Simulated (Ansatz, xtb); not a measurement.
## Relaxing a trial structure of CH2FGaGe

The starting geometry of this gas-phase singlet was built from a drawn formula by distance geometry; its bonds are those of `[CH]#[Ge][GaH][F]`.

| atom | x (Å) | y (Å) | z (Å) |
| --- | --- | --- | --- |
| C | -2.5195 | 2.3830 | 0.7600 |
| F | 0.9669 | 0.7326 | -2.4161 |
| Ga | 0.6586 | 0.4913 | -0.7419 |
| Ge | -1.1411 | 1.6131 | 0.1079 |
| H | -3.3609 | 2.8631 | 1.1962 |
| H | 1.8131 | -0.1310 | -0.1063 |

Problem. Where would you expect an optimisation with r2SCAN-D4/def2-SVP to take it?

Solution. A new bond forms, giving a structure with F2 bridging Ga3 and Ge4, given below by its coordinates. Distances that change by over a tenth: F2–Ga3 (1.72 → 1.93 Å), F2–Ge4 (3.40 → 2.08 Å), Ga3–Ge4 (2.28 → 2.82 Å). Contacts that close: C1–Ga3 (3.99 → 1.86 Å).

The energy falls by 2.42 eV over 34 steps:

| step | E − E(last) (eV) |
| --- | --- |
| 1 | 2.424 |
| 5 | 2.197 |
| 8 | 2.063 |
| 12 | 1.880 |
| 16 | 1.222 |
| 19 | 0.680 |
| 23 | 0.355 |
| 27 | 0.145 |
| 30 | 0.002 |
| 34 | 0.000 |

Final geometry (Å):

```xyz
6

C    -1.3341    1.8181    0.4150
F     0.4036    1.6495   -1.5512
Ga   -0.2263    0.4468   -0.1816
Ge   -0.8667    3.1179   -0.8134
H    -2.0454    1.8354    1.2469
H     0.4859   -0.9156   -0.3159
```

From the same start GFN2-xTB ends elsewhere, differing in F2–Ge4 (3.33 against 2.08 Å here).

No frequencies were run, so the end isn't proven a minimum. Run with Ansatz 0.2.0, 55 s on 2 threads of Intel(R) Xeon(R) 6975P-C (Granite Rapids), on a shared host.
